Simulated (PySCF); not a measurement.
CH₄OTe, SMILES O[Te]C.

The structure is a stationary point at B3LYP-D3(BJ)/def2-SVP. The def2 effective core potentials stand for the cores of Te; spin–orbit coupling is left out. One conformer was computed; it need not be the lowest.

These are HF/def2-TZVPD run with PySCF values and carry that method's errors.

Gas-phase values at a fixed geometry.

```
Property                                                                                                        Value
---------------------------------------------------------------------------------------------  ----------------------
total energy                                                                                       -382.08879 hartree
highest occupied level                                                                                       -8.46 eV
lowest empty level                                                                                            0.89 eV
orbital gap                                                                                                   9.34 eV
dipole moment                                                                                                  2.29 D
quadrupole, principal values (traceless, Buckingham form, about the centre of nuclear charge)   -6.77, 2.08, 4.69 D·Å
mean static polarisability                                                                       59.1 bohr³ (8.76 Å³)
polarisability, principal values                                                               52.1, 57.2, 68.0 bohr³
```
